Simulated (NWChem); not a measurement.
System: CH3F3OSi; SMILES O[SiH2]C(F)(F)F

```xyz
9

Si    -0.5839    -1.0708    -0.0002
O      0.6829    -2.1188    -0.2067
C      0.0236     0.7570    -0.0222
F      0.6165     1.1120    -1.1859
F      0.9269     0.9922     0.9701
F     -1.0136     1.6113     0.1753
H     -1.4921    -1.2601    -1.1488
H     -1.2776    -1.2324     1.3035
H      1.3518    -2.1564     0.4913
```
Atoms are numbered in this order, from 1.

All runs: NWChem. Pople sets run with spherical d functions. The geometry was optimised at B3LYP/6-31G* (spherical d). Level: B3LYP/6-31G* with SMD (1 M gas to 1 M solution), gas-phase geometry. Reactions with the solvent are ignored.

For solvent water:

```yaml
cavity-dispersion-structure term (kcal/mol): 4.4
dipole in solution (D): 2.26
```

### Question
How do the values read with solvent toluene instead?

### Answer
- cavity-dispersion-structure term (kcal/mol): 0.2
- dipole in solution (D): 2.06
